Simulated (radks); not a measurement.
The numbers below are computed, except where a source is named.
The hafnium anion Hf- inside a hard spherical wall (all orbitals vanish at R), configuration held at [Xe] 4f14 5d3 6s2 and not refilled when levels cross. Level of theory: scalar-relativistic Kohn-Sham, PBE, spin-polarised, spherical densities, finite nucleus; open shells are filled with parallel spins first (spin-orbit coupling, left out, can overturn this in heavy ions); Fermi nuclear charge, rms radius 5.347 fm (a radial shooting solver on a logarithmic mesh with Libxc functionals). Eigenvalues in eV for spin up, with the zero of energy where the potential of the charges vanishes at infinity; a dash marks a level that is unbound or too diffuse for the functional's potential to be trusted. A positive occupied level is held by the wall or, in an anion where self-interaction has pushed it up, behind a barrier. The pressure on the wall is -dE/dV.

[
 {"R (bohr)": "20", "E (hartree)": "-15076.1897", "kinetic (hartree)": "16513.188", "e(5p)": "-30.284", "e(4f)": "-11.115", "e(6s)": "-0.906", "e(6p, empty)": "-", "e(7s, empty)": "-", "e(5d)": "1.846", "pressure (GPa)": "0.00238"},
 {"R (bohr)": "15", "E (hartree)": "-15076.1872", "kinetic (hartree)": "16513.184", "e(5p)": "-29.863", "e(4f)": "-10.685", "e(6s)": "-0.608", "e(6p, empty)": "2.176", "e(7s, empty)": "2.726", "e(5d)": "2.197", "pressure (GPa)": "0.00777"},
 {"R (bohr)": "10", "E (hartree)": "-15076.1751", "kinetic (hartree)": "16513.224", "e(5p)": "-28.963", "e(4f)": "-9.769", "e(6s)": "-0.013", "e(6p, empty)": "3.120", "e(7s, empty)": "5.606", "e(5d)": "2.949", "pressure (GPa)": "0.163"},
 {"R (bohr)": "7", "E (hartree)": "-15076.1035", "kinetic (hartree)": "16513.511", "e(5p)": "-26.626", "e(4f)": "-7.374", "e(6s)": "1.689", "e(6p, empty)": "5.714", "e(7s, empty)": "13.251", "e(5d)": "4.932", "pressure (GPa)": "2.93"},
 {"R (bohr)": "5", "E (hartree)": "-15075.7656", "kinetic (hartree)": "16514.658", "e(5p)": "-21.501", "e(4f)": "-1.957", "e(6s)": "6.857", "e(6p, empty)": "13.255", "e(7s, empty)": "33.305", "e(5d)": "9.697", "pressure (GPa)": "35.4"},
 {"R (bohr)": "3.5", "E (hartree)": "-15074.2341", "kinetic (hartree)": "16519.602", "e(5p)": "-11.661", "e(4f)": "9.234", "e(6s)": "24.498", "e(6p, empty)": "37.592", "e(7s, empty)": "90.631", "e(5d)": "21.256", "pressure (GPa)": "449"},
 {"R (bohr)": "3", "E (hartree)": "-15072.4384", "kinetic (hartree)": "16525.700", "e(5p)": "-4.489", "e(4f)": "17.687", "e(6s)": "42.180", "e(6p, empty)": "60.316", "e(7s, empty)": "139.86", "e(5d)": "30.779", "pressure (GPa)": "1380"}
]
